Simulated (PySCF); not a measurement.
# A small calculation by hand: refractive index and permittivity of the vapour

GeH6OSiTe, SMILES [SiH3]O[Te][GeH3].

Geometry: B3LYP-D3(BJ)/def2-SVP. The def2 effective core potentials stand for the cores of Te; spin–orbit coupling is left out. Other conformers were not sampled.

PBE0/def2-TZVP run with PySCF gives a mean static polarisability of 100.9 bohr³ and a dipole moment of 1.68 D. Take an ideal gas at 298.15 K and 0.01 bar, whether or not the substance is that volatile.

Work out n − 1 in the optical limit and the static ε − 1.


Polarisability volume α' = 100.9 × 0.148185 = 14.95 Å³. Number density N = p/kT = 2.43e-7 Å⁻³.
Dilute limit of Lorentz–Lorenz: n − 1 = 2π N α' = 2.3e-5.
Orientation term of Debye: μ²/(3kT) = 8.098 Å³ × μ²(D²) = 22.86 Å³.
ε − 1 = 4π N (α' + μ²/3kT) = 0.00012. Orientation of the dipole supplies 60 % of the static response; it can't follow optical fields. Vibrational polarisation and dispersion are left out.
